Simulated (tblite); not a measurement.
Here is a computed GFN2-xTB geometry (Å):
```
atom  x, y, z in Å
C1     2.457   -1.131   -0.222
C2     2.063    0.047   -1.089
S3     0.367   -0.078   -1.748
Si4   -0.898    0.226    0.032
Si5    0.081    1.948    1.292
Si6   -2.947    0.825   -0.930
Si7   -1.012   -1.797    1.228
H8     2.308   -2.064   -0.762
H9     1.861   -1.161    0.689
H10    3.507   -1.050    0.051
H11    2.143    0.988   -0.543
H12    2.695    0.100   -1.977
H13   -0.950    2.510    2.165
H14    0.652    3.052    0.516
H15    1.163    1.468    2.162
H16   -3.973   -0.124   -0.488
H17   -3.367    2.143   -0.444
H18   -2.987    0.867   -2.389
H19   -0.162   -1.762    2.427
H20   -0.623   -2.999    0.490
H21   -2.386   -1.991    1.695
```

Neutral, closed shell.

(1) Which heavy atoms are bonded, and with what formal order?

(2) Write the SMILES.

(3) Name the point group.

(4) Classify the heavy atoms.

(5) What is the arrangement about C1?

(6) What is the arrangement about Si5?

## Answers

(1) C1–C2 1.52 Å (single); C2–S3 1.82 Å (single); S3–Si4 2.20 Å (single); Si4–Si5 2.35 Å (single); Si4–Si6 2.34 Å (single); Si4–Si7 2.35 Å (single). Bonds to hydrogen (Å): C1–H8 1.09; C1–H9 1.09; C1–H10 1.09; C2–H11 1.09; C2–H12 1.09; Si5–H13 1.46; Si5–H14 1.47; Si5–H15 1.47; Si6–H16 1.47; Si6–H17 1.47; Si6–H18 1.46; Si7–H19 1.47; Si7–H20 1.46; Si7–H21 1.46.

(2) `CCS[Si]([SiH3])([SiH3])[SiH3]`, C2H14SSi4.

(3) C1 (no symmetry element, even within 0.4 Å).

(4) C1: methyl carbon; C2: sp3 carbon bound to sulfur; S3: sulfur bonded to C and Si; Si4: four-coordinate silicon; Si5/Si6/Si7: SiH3 silicon.

(5) It has 4 neighbours (C2, H8, H9, H10) and is tetrahedral (angles from 108.5° to 111.0°).

(6) It has 4 neighbours (Si4, H13, H14, H15) and is distorted tetrahedral (angles from 105.8° to 115.5°).
